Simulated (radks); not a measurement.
Results of a calculation; reference values are marked as such.
Problem. Ionisation of the gold ion Au3+, [Xe] 4f14 5d8, to [Xe] 4f14 5d7 as the strength of local exchange is varied. Code: a radial shooting solver on a logarithmic mesh with Libxc functionals. Model: non-relativistic Kohn-Sham, Slater X-alpha exchange (alpha = 2/3 is LDA exchange), no correlation, spin-polarised, spherical densities, point nucleus; open shells are filled with parallel spins first (spin-orbit coupling, left out, can overturn this in heavy ions); relativity is left out, which matters for an element this heavy.

| alpha | E(Au3+) (hartree) | exchange (hartree) | IE (eV) | -e of the level emptied (eV) | <r> of it (bohr) |
|---|---|---|---|---|---|
| 0.627 | -17831.0722 | -304.4780 | 45.530 | 38.665 (5d) | 1.434 |
| 0.628 | -17831.5578 | -304.9722 | 45.550 | 38.685 (5d) | 1.434 |
| 0.667 | -17850.5076 | -324.2665 | 46.363 | 39.467 (5d) | 1.425 |
| 0.838 | -17933.8397 | -409.3526 | 50.033 | 43.011 (5d) | 1.387 |
| ? | -17939.7025 | -415.3534 | 50.297 | 43.266 (5d) | 1.384 |

Which alpha was used in the last row?

Solution. alpha = 0.85. NIST Atomic Spectra Database: 45 +/- 1.7 eV (theoretical). The central value is not met in this range of alpha. Relativity is left out here, which matters for elements this heavy. Open shells are spherical and high-spin; term and fine-structure splittings are not resolved.
